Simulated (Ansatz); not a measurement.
Ansatz (a first-principles code) input for Pd(Cl)(MeCN)2 (C4H6ClN2Pd), SMILES CC#[N]->[Pd]([Cl])<-[N]#CC (connectivity only; charge and spin as stated), neutral, multiplicity 2, PBE0-D3(BJ)/def2-SVP. 

Ansatz 0.2 input:
```yaml
crystal:
  periodic: [false, false, false]
  atoms:
    - {symbol: Pd, position_ang: [0.52239077, -0.18440426, -0.02116083]}
    - {symbol: Cl, position_ang: [1.36131252, 0.50851596, -1.93653465]}
    - {symbol: C, position_ang: [-0.77466943, -2.06538926, 3.89575249]}
    - {symbol: C, position_ang: [-0.25621806, -1.48891436, 2.69184295]}
    - {symbol: N, position_ang: [0.17730074, -1.02722096, 1.72948709]}
    - {symbol: H, position_ang: [-0.58442444, -1.39598655, 4.73466057]}
    - {symbol: H, position_ang: [-0.29114621, -3.02402316, 4.08415457]}
    - {symbol: H, position_ang: [-1.84906628, -2.21795537, 3.79414129]}
    - {symbol: C, position_ang: [-2.07440622, 2.23678876, -2.30626121]}
    - {symbol: C, position_ang: [-1.72730010, 1.44177491, -1.16779453]}
    - {symbol: N, position_ang: [-1.46064006, 0.80147489, -0.24535741]}
    - {symbol: H, position_ang: [-1.24295560, 2.21491912, -3.01157429]}
    - {symbol: H, position_ang: [-2.25911614, 3.26405502, -1.99500008]}
    - {symbol: H, position_ang: [-2.96664100, 1.83147787, -2.78204095]}
basis:
  gaussian:
    orbitals: def2-SVP
hamiltonian:
  xc: pbe0
  dispersion: d3bj
magnetization: {spin_polarized: true, initial_magnetization: 1}
relax: {f_tol: 0.002, max_steps: 200}
```

It prints:

```
WARN ansatz: RAYON_NUM_THREADS=2 ignored (pool sized by the plan → 2); use --threads N
Functional definition: PBE0
integrals: 0.17 GiB planned
1845 factors; integrals over basis functions are off by at most 3.2e-4 eV
mean field: 2.06 GiB planned
mean field evaluation 1: about -23195.2888 eV, gradient 4.8e1 eV
mean field evaluation 2: about -23055.6746 eV, gradient 1.9e2 eV
mean field evaluation 4: about -23205.1557 eV, gradient 1.7e1 eV
mean field evaluation 8: about -23206.3044 eV, gradient 2.2e-1 eV
mean field evaluation 16: about -23206.4665 eV, gradient 4.0e-3 eV
mean field evaluation 32: about -23206.4665 eV, gradient 3.0e-5 eV
mean field -23206.46650291 eV, -852.8219140739 hartree, gradient 3.0e-5 eV, S^2 0.753343; 6 other end points of the search recorded, 0 dependent functions left out
the calculation of the forces begins
reference -23206.46655179 eV, -852.8219158704 hartree; 40, 39 occupied and 123, 124 virtual orbitals, 1845 factors
relax step   1: F+E_penalty+E_count = -23206.78424436 eV  Δ(F+E_penalty+E_count) = +0.000e0 eV  max|allowed force component| = 1.444e0 eV/Å  Δτ_max = 0.0000 Å  (89 SCF iters, accepted)
these checks for a lower state are left out or cut short: starts, cluster_reference, orbital_swaps, neighbouring_geometries, increment
integrals: 0.17 GiB planned
1845 factors; integrals over basis functions are off by at most 3.4e-4 eV
mean field: 2.06 GiB planned
mean field -23206.62811742 eV, -852.8278532975 hartree, gradient 4.5e-5 eV, S^2 0.753284; 0 other end points of the search recorded, 0 dependent functions left out
the calculation of the forces begins
reference -23206.62816612 eV, -852.8278550874 hartree; 40, 39 occupied and 123, 124 virtual orbitals, 1845 factors
relax step   2: F+E_penalty+E_count = -23206.94333011 eV  Δ(F+E_penalty+E_count) = -1.591e-1 eV  max|allowed force component| = 3.531e-1 eV/Å  Δτ_max = 0.1356 Å  (54 SCF iters, accepted)
these checks for a lower state are left out or cut short: starts, cluster_reference, orbital_swaps, neighbouring_geometries, increment
integrals: 0.17 GiB planned
1845 factors; integrals over basis functions are off by at most 3.5e-4 eV
mean field: 2.06 GiB planned
mean field -23206.64505967 eV, -852.8284759139 hartree, gradient 2.2e-5 eV, S^2 0.753187; 0 other end points of the search recorded, 0 dependent functions left out
the calculation of the forces begins
reference -23206.64510836 eV, -852.8284777031 hartree; 40, 39 occupied and 123, 124 virtual orbitals, 1845 factors
relax step   3: F+E_penalty+E_count = -23206.96153397 eV  Δ(F+E_penalty+E_count) = -1.820e-2 eV  max|allowed force component| = 1.769e-1 eV/Å  Δτ_max = 0.1210 Å  (51 SCF iters, accepted)
these checks for a lower state are left out or cut short: starts, cluster_reference, orbital_swaps, neighbouring_geometries, increment
integrals: 0.17 GiB planned
1845 factors; integrals over basis functions are off by at most 3.5e-4 eV
mean field: 2.06 GiB planned
mean field evaluation 64: about -23206.6541 eV, gradient 2.6e-5 eV
mean field -23206.65409569 eV, -852.8288079815 hartree, gradient 2.9e-5 eV, S^2 0.753144; 0 other end points of the search recorded, 0 dependent functions left out
the calculation of the forces begins
reference -23206.65414439 eV, -852.8288097711 hartree; 40, 39 occupied and 123, 124 virtual orbitals, 1845 factors
relax step   4: F+E_penalty+E_count = -23206.97100855 eV  Δ(F+E_penalty+E_count) = -9.475e-3 eV  max|allowed force component| = 1.689e-1 eV/Å  Δτ_max = 0.0737 Å  (52 SCF iters, accepted)
these checks for a lower state are left out or cut short: starts, cluster_reference, orbital_swaps, neighbouring_geometries, increment
integrals: 0.17 GiB planned
1845 factors; integrals over basis functions are off by at most 3.6e-4 eV
mean field: 2.06 GiB planned
mean field -23206.65768437 eV, -852.8289398631 hartree, gradient 3.2e-5 eV, S^2 0.753089; 0 other end points of the search recorded, 0 dependent functions left out
the calculation of the forces begins
reference -23206.65773311 eV, -852.8289416542 hartree; 40, 39 occupied and 123, 124 virtual orbitals, 1845 factors
relax step   5: F+E_penalty+E_count = -23206.97763334 eV  Δ(F+E_penalty+E_count) = -6.625e-3 eV  max|allowed force component| = 2.847e-1 eV/Å  Δτ_max = 0.1416 Å  (55 SCF iters, accepted)
these checks for a lower state are left out or cut short: starts, cluster_reference, orbital_swaps, neighbouring_geometries, increment
integrals: 0.17 GiB planned
1845 factors; integrals over basis functions are off by at most 3.5e-4 eV
mean field: 2.06 GiB planned
[...]
the calculation of the forces begins
reference -23206.66461810 eV, -852.8291946731 hartree; 40, 39 occupied and 123, 124 virtual orbitals, 1845 factors
relax step  22: F+E_penalty+E_count = -23206.98642582 eV  Δ(F+E_penalty+E_count) = -5.348e-6 eV  max|allowed force component| = 6.717e-3 eV/Å  Δτ_max = 0.0035 Å  (42 SCF iters, accepted)
these checks for a lower state are left out or cut short: starts, cluster_reference, orbital_swaps, neighbouring_geometries, increment
integrals: 0.17 GiB planned
1845 factors; integrals over basis functions are off by at most 3.5e-4 eV
mean field: 2.06 GiB planned
mean field -23206.66456353 eV, -852.8291926674 hartree, gradient 1.8e-5 eV, S^2 0.752927; 0 other end points of the search recorded, 0 dependent functions left out
the calculation of the forces begins
reference -23206.66461216 eV, -852.8291944546 hartree; 40, 39 occupied and 123, 124 virtual orbitals, 1845 factors
relax step  23: F+E_penalty+E_count = -23206.98643302 eV  Δ(F+E_penalty+E_count) = -7.202e-6 eV  max|allowed force component| = 3.780e-3 eV/Å  Δτ_max = 0.0131 Å  (48 SCF iters, accepted)
these checks for a lower state are left out or cut short: starts, cluster_reference, orbital_swaps, neighbouring_geometries, increment
integrals: 0.17 GiB planned
1845 factors; integrals over basis functions are off by at most 3.6e-4 eV
mean field: 2.06 GiB planned
mean field -23206.66456622 eV, -852.8291927663 hartree, gradient 1.7e-5 eV, S^2 0.752927; 0 other end points of the search recorded, 0 dependent functions left out
the calculation of the forces begins
reference -23206.66461483 eV, -852.8291945528 hartree; 40, 39 occupied and 123, 124 virtual orbitals, 1845 factors
relax step  24: F+E_penalty+E_count = -23206.98643866 eV  Δ(F+E_penalty+E_count) = -5.638e-6 eV  max|allowed force component| = 9.257e-3 eV/Å  Δτ_max = 0.0251 Å  (51 SCF iters, accepted)
these checks for a lower state are left out or cut short: starts, cluster_reference, orbital_swaps, neighbouring_geometries, increment
integrals: 0.17 GiB planned
1845 factors; integrals over basis functions are off by at most 3.5e-4 eV
mean field: 2.06 GiB planned
mean field evaluation 192: about -23206.6646 eV, gradient 2.1e-5 eV
mean field -23206.66457297 eV, -852.8291930143 hartree, gradient 2.8e-5 eV, S^2 0.752927; 0 other end points of the search recorded, 0 dependent functions left out
the calculation of the forces begins
reference -23206.66462158 eV, -852.8291948007 hartree; 40, 39 occupied and 123, 124 virtual orbitals, 1845 factors
relax step  25: F+E_penalty+E_count = -23206.98644280 eV  Δ(F+E_penalty+E_count) = -4.142e-6 eV  max|allowed force component| = 5.230e-3 eV/Å  Δτ_max = 0.0016 Å  (44 SCF iters, accepted)
these checks for a lower state are left out or cut short: starts, cluster_reference, orbital_swaps, neighbouring_geometries, increment
integrals: 0.17 GiB planned
1845 factors; integrals over basis functions are off by at most 3.6e-4 eV
mean field: 2.06 GiB planned
mean field -23206.66459055 eV, -852.8291936606 hartree, gradient 2.0e-5 eV, S^2 0.752928; 0 other end points of the search recorded, 0 dependent functions left out
the calculation of the forces begins
reference -23206.66463915 eV, -852.8291954466 hartree; 40, 39 occupied and 123, 124 virtual orbitals, 1845 factors
relax step  26: F+E_penalty+E_count = -23206.98644981 eV  Δ(F+E_penalty+E_count) = -7.014e-6 eV  max|allowed force component| = 2.614e-3 eV/Å  Δτ_max = 0.0143 Å  (49 SCF iters, accepted)
these checks for a lower state are left out or cut short: starts, cluster_reference, orbital_swaps, neighbouring_geometries, increment
integrals: 0.17 GiB planned
1845 factors; integrals over basis functions are off by at most 3.6e-4 eV
mean field: 2.06 GiB planned
mean field -23206.66460194 eV, -852.8291940791 hartree, gradient 2.1e-5 eV, S^2 0.752928; 0 other end points of the search recorded, 0 dependent functions left out
the calculation of the forces begins
reference -23206.66465052 eV, -852.8291958644 hartree; 40, 39 occupied and 123, 124 virtual orbitals, 1845 factors
relax step  27: F+E_penalty+E_count = -23206.98645117 eV  Δ(F+E_penalty+E_count) = -1.357e-6 eV  max|allowed force component| = 1.495e-2 eV/Å  Δτ_max = 0.0315 Å  (58 SCF iters, accepted)
these checks for a lower state are left out or cut short: starts, cluster_reference, orbital_swaps, neighbouring_geometries, increment
integrals: 0.17 GiB planned
1845 factors; integrals over basis functions are off by at most 3.6e-4 eV
mean field: 2.06 GiB planned
mean field -23206.66458020 eV, -852.8291932802 hartree, gradient 2.6e-5 eV, S^2 0.752928; 0 other end points of the search recorded, 0 dependent functions left out
the calculation of the forces begins
reference -23206.66462878 eV, -852.8291950654 hartree; 40, 39 occupied and 123, 124 virtual orbitals, 1845 factors
relax step  28: F+E_penalty+E_count = -23206.98646039 eV  Δ(F+E_penalty+E_count) = -9.221e-6 eV  max|allowed force component| = 2.798e-3 eV/Å  Δτ_max = 0.0019 Å  (45 SCF iters, accepted)
these checks for a lower state are left out or cut short: starts, cluster_reference, orbital_swaps, neighbouring_geometries, increment
integrals: 0.17 GiB planned
1845 factors; integrals over basis functions are off by at most 3.6e-4 eV
mean field: 2.06 GiB planned
mean field -23206.66460679 eV, -852.8291942573 hartree, gradient 4.5e-5 eV, S^2 0.752927; 0 other end points of the search recorded, 0 dependent functions left out
the calculation of the forces begins
reference -23206.66465537 eV, -852.8291960426 hartree; 40, 39 occupied and 123, 124 virtual orbitals, 1845 factors
relax step  29: F+E_penalty+E_count = -23206.98646479 eV  Δ(F+E_penalty+E_count) = -4.404e-6 eV  max|allowed force component| = 1.260e-3 eV/Å  Δτ_max = 0.0014 Å  (47 SCF iters, accepted)
integrals: 0.17 GiB planned
1845 factors; integrals over basis functions are off by at most 3.6e-4 eV
mean field: 2.06 GiB planned
mean field evaluation 224: about -23206.3084 eV, gradient 6.8e0 eV
mean field evaluation 256: about -23205.9722 eV, gradient 6.0e0 eV
mean field -23206.66460679 eV, -852.8291942573 hartree, gradient 4.5e-5 eV, S^2 0.752927; 7 other end points of the search recorded, 0 dependent functions left out
the calculation of the forces begins
reference -23206.66465537 eV, -852.8291960426 hartree; 40, 39 occupied and 123, 124 virtual orbitals, 1845 factors
Total energy: -23206.98651337 eV, -852.8410241059 hartree
Atom 0 at     0.402598    -0.141646    -0.039879 Å, force    -0.000013    -0.000024     0.000203 eV/Å
Atom 1 at     1.158387     0.758388    -2.037044 Å, force     0.000158     0.000086    -0.000137 eV/Å
Atom 2 at    -0.693643    -2.129228     3.983421 Å, force     0.000125    -0.000376     0.000005 eV/Å
Atom 3 at    -0.320076    -1.519114     2.724370 Å, force    -0.000441    -0.000388     0.001260 eV/Å
Atom 4 at    -0.028059    -1.030351     1.720170 Å, force     0.000334     0.000458    -0.001037 eV/Å
Atom 5 at    -0.333342    -1.516027     4.822124 Å, force     0.000197     0.000055    -0.000152 eV/Å
Atom 6 at    -0.254128    -3.134079     4.062328 Å, force    -0.000165     0.000047     0.000051 eV/Å
Atom 7 at    -1.788161    -2.213028     4.048622 Å, force    -0.000007     0.000195    -0.000116 eV/Å
Atom 8 at    -1.978588     2.240241    -2.382848 Å, force    -0.000017     0.000031    -0.000101 eV/Å
Atom 9 at    -1.911303     1.472955    -1.159531 Å, force    -0.000236     0.000458    -0.000609 eV/Å
Atom 10 at    -1.757966     0.833207    -0.204806 Å, force     0.000062    -0.000510     0.000616 eV/Å
Atom 11 at    -0.988376     2.125629    -2.857519 Å, force    -0.000030    -0.000018     0.000013 eV/Å
Atom 12 at    -2.171829     3.300322    -2.168267 Å, force     0.000016     0.000001     0.000091 eV/Å
Atom 13 at    -2.761092     1.847843    -3.046827 Å, force     0.000016    -0.000015    -0.000089 eV/Å
Dipole moment:    -0.878600    -0.371462     1.204210 e Å
```

The calculation finished and met its thresholds.

Cost: around 7 core-minutes (rough).
